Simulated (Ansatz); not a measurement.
Reaction (homolysis of the O–Sn bond): `[OH][SnH]([F])[O][SiH3]` → `[OH]`• + `[F][SnH][O][SiH3]`•

Gas-phase electronic energies from Ansatz, PBE0-D4/def2-TZVP geometries. CCSD(T)/CBS adds triple-zeta CCSD(T) − MP2 to the extrapolated MP2 energy (def2 sets, frozen cores). This one scheme is used for every species. DFT in def2-TZVPP. Open shells (•) are unrestricted, without spin–orbit coupling. Elements past krypton have def2 core potentials. For Sn outer-core shells are correlated without core-valence functions, which leaves a few kJ/mol of doubt a bond. Each species was taken in one conformer, which may not be the lowest.

```tsv
species	ωB97M-V energy (Eh)
`[OH][SnH]([F])[O][SiH3]`	-757.17572
`[OH]`•	-75.74185
`[F][SnH][O][SiH3]`•	-681.28462
```

(1) Work out ΔE.

Largest T1 diagnostic among the species: 0.017.

## Answers

(1) ΔE = (-75.74185) + (-681.28462) − (-757.17572) = 0.14925 Eh = +391.9 kJ/mol. CCSD(T)/CBS gives +413.0 kJ/mol.

From r2SCAN to r2SCAN0 (25 % exact exchange), in def2-TZVPP and without D4, ΔE moves by −8.6 kJ/mol: exact exchange takes away binding that semilocal exchange gives to molecules. The D4 term adds +7.0 kJ/mol with B3LYP and +4.0 kJ/mol with PBE0; it sums over pairs of atoms, weighted by their polarisabilities, and B3LYP, whose exchange is more repulsive, gets the larger term.

B3LYP here is the variant with VWN-RPA as its local correlation; programs differ in this.
